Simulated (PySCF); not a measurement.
Relaxation of singlet SnF₂

Method: PBE0/[Sn x2c-TZVPall, F x2c-TZVPall], spin-free X2C, density fitting, no spin–orbit coupling, PySCF. A (50,194) grid was used.

A start displaced from a saddle point along its imaginary mode, of C2v symmetry, held to at least that symmetry:

Coordinates in bohr (charge 0 multiplicity 1):
```
Sn   -0.0716   -0.0065    0.0000
F     0.2258    0.0205    3.8349
F     0.2258    0.0205   -3.8349
```

(1) What forces act on the atoms at the start (eV/Å)?

(2) What does it relax to?

(3) How much energy is released, and in how many steps?

Results:

(1) 
```csv
atom,Fx,Fy,Fz
Sn1,-0.53,-0.05,0.00
F2,0.26,0.03,-0.18
F3,0.26,0.03,0.18
```

(2) It ends at C2v with Sn–F 1.935 Å (×2); F–Sn–F 95.4° (after a last refinement on a finer grid). A frequency run shows a minimum.

(3) 142.2 kJ/mol in 8 steps.
